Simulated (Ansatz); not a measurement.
Start from `[OH][Ge]([F])([F])[SH]` and change one atom or group to get `[F][Ge]([F])([SH])[Cl]`.

Ansatz, PBE0-D4/def2-TZVP geometries, multiplicity 1. Each molecule was computed in one conformer, which needn't be the lowest.

Scalar relativity is left out up to krypton.

```
                                        property  `[OH][Ge]([F])([F])[SH]`
            HOMO–LUMO gap (PBE0/def2-TZVPP) / eV                      7.56
             HOMO energy (B3LYP/def2-TZVPP) / eV                     -8.27
           LUMO energy (ωB97M-V/def2-TZVPP) / eV                      0.99
             HOMO–LUMO gap (PBE/def2-TZVPP) / eV                      5.18
size of the dipole moment (B3LYP/def2-TZVPP) / D                      2.03
             LUMO energy (B3LYP/def2-TZVPP) / eV                     -1.35
```

(1) What does the change do to each property? (Estimate.)

Answers

(1) The calculation gave: 
```csv
property,`[F][Ge]([F])([SH])[Cl]`,shift
HOMO–LUMO gap (PBE0/def2-TZVPP) / eV,7.07,-0.49
HOMO energy (B3LYP/def2-TZVPP) / eV,-8.42,-0.15
LUMO energy (ωB97M-V/def2-TZVPP) / eV,0.48,-0.51
HOMO–LUMO gap (PBE/def2-TZVPP) / eV,4.73,-0.45
size of the dipole moment (B3LYP/def2-TZVPP) / D,2.43,0.40
LUMO energy (B3LYP/def2-TZVPP) / eV,-1.94,-0.59
```

With PBE0 the HOMO falls by 0.15 eV and the LUMO falls by 0.64 eV, so the gap narrows by about 0.49 eV. PBE moves the HOMO by -0.14 eV and ωB97M-V by -0.13 eV. The zero-point energy changes by -32.5 kJ/mol with -3 modes. Dipoles are sizes alone; their direction can turn.

Positive LUMOs are unbound, so they and the gaps depend on the basis.

B3LYP here is the variant with VWN-RPA as its local correlation; programs differ in this.
